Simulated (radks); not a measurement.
Values are calculated unless marked as measured or tabulated.
Coulomb parameter of the 5d shell of neutral rhenium in the model configuration [Xe] 4f14 5d6 6s1, as a second difference U = [E(n + 0.25) + E(n - 0.25) - 2 E(n)] / (0.25)^2 with all orbitals relaxed. "Bare": the charge of the atom changes with n. "Screened": the 6s shell takes up the change at fixed total charge, which measures U(5d,5d) + U(6s,6s) - 2 U(5d,6s). Level of theory: Dirac Kohn-Sham, PBE, spin-unpolarised, spherical densities, point nucleus; open shells are shared between the two j in proportion to 2j + 1 (a radial shooting solver on a logarithmic mesh with Libxc functionals).

case                      configuration  E - E(n) (eV)
start                 [Xe] 4f14 5d6 6s1          0.000
bare +0.25         [Xe] 4f14 5d6.25 6s1         -0.770
bare -0.25         [Xe] 4f14 5d5.75 6s1          1.258
screened +0.25  [Xe] 4f14 5d6.25 6s0.75          0.340
screened -0.25  [Xe] 4f14 5d5.75 6s1.25         -0.300

U(bare) = 7.814 eV, U(screened by 6s) = 0.636 eV. The step up makes a negative ion, whose loosely bound charge lowers the bare value.
